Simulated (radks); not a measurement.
The tellurium anion Te2-, [Xe], held by a Watson sphere: a shell of charge +2 at radius R that stands for the Madelung well of a crystal (potential energy -2/R inside, -2/r outside, in hartree with lengths in bohr). Method: scalar-relativistic Kohn-Sham, PBEsol, spin-polarised, spherical densities, finite nucleus; Fermi nuclear charge, rms radius of each element as measured or else 0.836 A^(1/3) + 0.57 fm; computed with a radial shooting solver on a logarithmic mesh with Libxc functionals. Response by self-consistent Sternheimer equations with the Hartree and adiabatic LDA kernel, the relativistic mass of each level held fixed and spin-orbit coupling left out. The sphere does not respond.

R (bohr)  e(4d) (eV)  e(5s) (eV)  e(5p) (eV)  <r> 5p (bohr)  sum of <r^2> (bohr^2)  X-ray form factor at sin(theta)/lambda = 0.3 1/angstrom  alpha (bohr^3)
2.42         -41.013     -16.414      -7.397          2.603                  75.92                                                   35.902           41.00
2.48         -40.872     -16.269      -7.323          2.619                  76.57                                                   35.907           42.05
2.6          -40.624     -15.985      -7.167          2.650                  77.86                                                   35.919           44.31
3.42         -39.529     -14.323      -5.990          2.854                  86.65                                                   36.004           64.82
3.81         -39.137     -13.687      -5.435          2.939                  90.59                                                   36.030           77.76
3.83         -39.118     -13.657      -5.407          2.944                  90.79                                                   36.031           78.48
3.89         -39.060     -13.567      -5.325          2.956                  91.38                                                   36.034           80.68
4.43         -38.563     -12.840      -4.623          3.058                  96.48                                                   36.051           103.0

Estimate the row for R = 4.66 bohr.

Answer. e(4d) (eV) -38.363; e(5s) (eV) -12.569; e(5p) (eV) -4.349; <r> 5p (bohr) 3.097; sum of <r^2> (bohr^2) 98.56; X-ray form factor at sin(theta)/lambda = 0.3 1/angstrom 36.055; alpha (bohr^3) 113.9.
